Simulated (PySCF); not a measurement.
Isomers of C3H9ClSSi2. Theory: PySCF, TDDFT wB97X-D/def2-SVPD, vertical, gas phase, core orbitals frozen in the response. Geometries: GFN2-xTB; one conformer of each isolated species. Triplets are in the Tamm–Dancoff approximation.

**Question.** Rank by computed HOMO–LUMO gap, highest first.
A. `CS[Si@@H](Cl)/C=C\[SiH3]`
B. `C/C=C/[SiH2]S[SiH2]Cl`
C. `Cl[Si@H]1CCS[SiH2]C1`
D. `C[C@@H]1C[Si@@H](Cl)S[SiH2]1`
E. `C=C[SiH2]CS[SiH2]Cl`

**Answer.** D (10.57 eV), C (10.39 eV), B (10.19 eV), E (9.70 eV), A (9.25 eV).

```
                      SMILES  gap (eV)  T1 (eV)  LUMO (eV)  HOMO (eV)  f (S1)  α (au)    S1 mainly
C[C@@H]1C[Si@@H](Cl)S[SiH2]1     10.57     5.69       1.41      -9.16   0.014   115.5    H→L (91%)
        Cl[Si@H]1CCS[SiH2]C1     10.39     5.47       1.73      -8.67   0.005   114.0  H→L+2 (39%)
       C/C=C/[SiH2]S[SiH2]Cl     10.19     4.31       1.10      -9.09   0.009   121.6  H→L+1 (54%)
         C=C[SiH2]CS[SiH2]Cl      9.70     4.46       1.03      -8.67   0.003   121.2    H→L (67%)
    CS[Si@@H](Cl)/C=C\[SiH3]      9.25     4.13       0.40      -8.85   0.038   123.7    H→L (74%)
```

H and L stand for HOMO and LUMO.

- `C[C@@H]1C[Si@@H](Cl)S[SiH2]1`: Löwdin shares by element: HOMO sulfur 70%, silicon 16%, chlorine 5%; LUMO silicon 37%, sulfur 20%, chlorine 8% (atoms not listed hold the other 36%).
- `Cl[Si@H]1CCS[SiH2]C1`: Löwdin shares by element: HOMO sulfur 69%, carbon 8% or more, silicon 8% or more; LUMO silicon 30%, sulfur 18%, chlorine 11% (atoms not listed hold the other 41%).
- `C/C=C/[SiH2]S[SiH2]Cl`: Löwdin shares by element: HOMO sulfur 63%, silicon 16%, carbon 5% or more (atoms not listed hold the other 16%); LUMO carbon 45% or more, silicon 14% or more, sulfur 11% (atoms not listed hold the other 30%).
- `C=C[SiH2]CS[SiH2]Cl`: Löwdin shares by element: HOMO sulfur 62%, carbon 13% or more, silicon 13%; LUMO carbon 32% or more, sulfur 19%, silicon 11% or more (atoms not listed hold the other 39%).
- `CS[Si@@H](Cl)/C=C\[SiH3]`: Löwdin shares by element: HOMO sulfur 71%, carbon 10% or more, silicon 7% or more; LUMO carbon 58% or more, silicon 19% (atoms not listed hold the other 23%).

Without π bonds the low states are Rydberg-like; a valence basis with one diffuse set may place them up to an eV too high.
